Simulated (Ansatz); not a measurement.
Molecule: CH7Si2 (charge 0, doublet). It need not be the lowest isomer of its formula. 
Coordinates optimised at B3LYP-D3(BJ)/def2-TZVP (Ansatz, a quantum-chemistry and plane-wave program):
SMILES: C([SiH3])[SiH2]
```xyz
10

Si     1.5005     0.6843     0.0023
C      0.3342    -0.7827    -0.1459
Si    -1.4819    -0.3238     0.0528
H      1.2158     1.6963    -1.0501
H      1.3829     1.3220     1.3410
H      0.5929    -1.5272     0.6120
H      0.4717    -1.2557    -1.1220
H     -1.8732     0.6544    -0.9887
H     -1.7074     0.2828     1.3855
H     -2.3485    -1.5228    -0.0743
```
Charge 0, spin multiplicity 2.

Basis-set convergence of Hartree-Fock and MP2 correlation energies (hartree) with Ansatz. Valence correlation only, unless marked. Open shells are spin-unrestricted. No spin-orbit coupling. Non-relativistic.

```json
[
 {"basis": "aug-cc-pV(D+d)Z", "functions": "150", "E(HF)": "-619.78328", "E(corr, MP2)": "-0.35301"},
 {"basis": "aug-cc-pV(T+d)Z", "functions": "317", "E(HF)": "(withheld)", "E(corr, MP2)": "(withheld)"}
]
```

**Question.** Complete the blanks.

**Answer.** 
- aug-cc-pV(T+d)Z, E(HF): -619.81883
- aug-cc-pV(T+d)Z, E(corr, MP2): -0.42250
